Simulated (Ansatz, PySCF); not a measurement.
System: P2H5, charge 1, multiplicity 1. It need not be the lowest isomer of its formula. 
Geometry from a B3LYP-D3(BJ)/def2-TZVP (Ansatz, a program for electronic structure) optimisation:
```
P
H 1 1.3999
H 1 1.3999 2 105.75
H 1 1.4021 2 106.00 3 112.26
P 1 2.2072 2 110.26 3 -119.19
H 5 1.4193 1 90.52 2 -74.63
H 5 1.4193 6 94.34 1 90.56
```
Charge +1, spin multiplicity 1.

Total electronic energies in hartree. Correlated levels leave the core frozen unless marked. Spin-orbit coupling is left out. No relativistic terms. CBS marks a two-point X^-3 extrapolation of the correlation energy; Hartree-Fock from the larger set. [CCSD(T)-MP2]/basis is that difference in the basis named.

```
level                                                                             program  energy (Eh)
-------------------------------------------------------------------------  --------------  -----------
HF/aug-cc-pV(D+d)Z                                                                 Ansatz   -684.13955
HF/cc-pV(D+d)Z                                                                     Ansatz   -684.13468
revPBE-D3(BJ)/def2-TZVPD                                                   Ansatz + dftd3   -685.33107
BP86/def2-TZVPD                                                                     PySCF   -685.52019
TPSS-D3(BJ)/def2-TZVPD                                                      PySCF + dftd3            …
M06-L-D4/def2-TZVPD                                                         PySCF + dftd4   -685.44337
PBE0/6-31G*                                                                        Ansatz   -685.11202
PBE0-D3(BJ)/def2-TZVP                                                      Ansatz + dftd3            …
MN15/def2-TZVPD                                                                     PySCF            …
RI-MP2/CBS(cc-pV(T+d)Z,cc-pV(Q+d)Z)                                                Ansatz    -684.5209
SCS-MP2/STO-3G                                                                     Ansatz   -676.65460
SCS-MP2/def2-TZVPP                                                                 Ansatz   -684.47769
CCSD/def2-TZVPPD                                                                   Ansatz   -684.51101
CCSD(T)/def2-SVPD                                                                  Ansatz   -684.23069
RI-MP2/CBS(aug-cc-pV(T+d)Z,aug-cc-pV(Q+d)Z)+[CCSD(T)-MP2]/aug-cc-pV(T+d)Z          Ansatz    -684.5822
```

**Question.** Fill in the missing entries.

**Answer.** 
- TPSS-D3(BJ)/def2-TZVPD, energy (Eh): -685.51034
- PBE0-D3(BJ)/def2-TZVP, energy (Eh): -685.18571
- MN15/def2-TZVPD, energy (Eh): -685.20444
